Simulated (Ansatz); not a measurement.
C3H6Si can be A, `C=C1C[SiH2]1`, or B, `C=C=C[SiH3]`.

Computed with Ansatz on PBE0-D4/def2-TZVP structures; ΔE is electronic, products minus reactants. CCSD(T)/CBS adds triple-zeta CCSD(T) − MP2 to the extrapolated MP2 energy (def2 sets, frozen cores). Functionals use def2-TZVPP. B3LYP here is the variant with VWN-RPA as its local correlation; programs differ in this.

Question: Which isomer does CCSD(T)/CBS put lower? Give the gap. (An estimate is asked.)

Answer: Computed: B, by 8.7 kcal/mol.

Question: Give E(B) − E(A) in kcal/mol with PBE0-D4, PBE-D4, B2PLYP, CCSD(T)/def2-SVP, B3LYP-D4, ωB97M-V, CCSD(T)/def2-TZVPP. (Estimate.)

Answer: Computed: PBE0-D4 -6.7, PBE-D4 -7.1, B2PLYP -10.7, CCSD(T)/def2-SVP -9.4, B3LYP-D4 -11.6, ωB97M-V -8.8, CCSD(T)/def2-TZVPP -9.2. None reverses the order clearly.

Question: Does the order hold for the free energy at 298.15 K (harmonic terms from PBE0-D4)? (An estimate is asked.)

Answer: Ansatz gave: Yes: G(B) − G(A) = -11.4 kcal/mol.

Largest T1 diagnostic: 0.012.

From BLYP to BHLYP (50 % exact exchange), in def2-TZVPP and without D4, E(B) − E(A) moves by +1.1 kcal/mol. Leaving LDA and LC-ωPBE aside and taking each functional with its dispersion term where it has one, the values, not all of them listed here, spread over 6.0 kcal/mol, from BLYP-D4 to PBE-QIDH. LDA lies +3.5 kcal/mol from PBE without D4.
